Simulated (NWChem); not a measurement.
# HIn in NWChem

```xyz
2

In     0.0000     0.0000     0.0373
H      0.0000     0.0000    -1.8257
```
Charge 0, spin multiplicity 1.

Program: NWChem. The geometry was optimised at PBE0/def2-SVP with def2 effective core potentials on In, a minimum by its harmonic frequencies.

Symmetry labels belong to the abelian group C2v used in the runs, with the axes of the coordinates shown; states degenerate in a higher group split over its labels.

Effective core potentials replace the inner electrons of In; spin-orbit coupling is left out. The correlated methods keep 4 core orbitals frozen. The structure started from a generated list of species.

### Question
List the 4 singlet excitations that EOM-CCSD/def2-SVPD with def2 effective core potentials on In, 4 core orbitals frozen gives, with oscillator strengths.

### Answer
```
state  symmetry  energy (eV)  wavelength (nm)      f
-----  --------  -----------  ---------------  -----
1            b2         2.84              436  0.035
2            b1         2.84              436  0.035
3            a1         5.30              234  0.229
4            a2         6.35              195  0.000
```
These are the lowest roots of each symmetry, so higher states are missing between them.
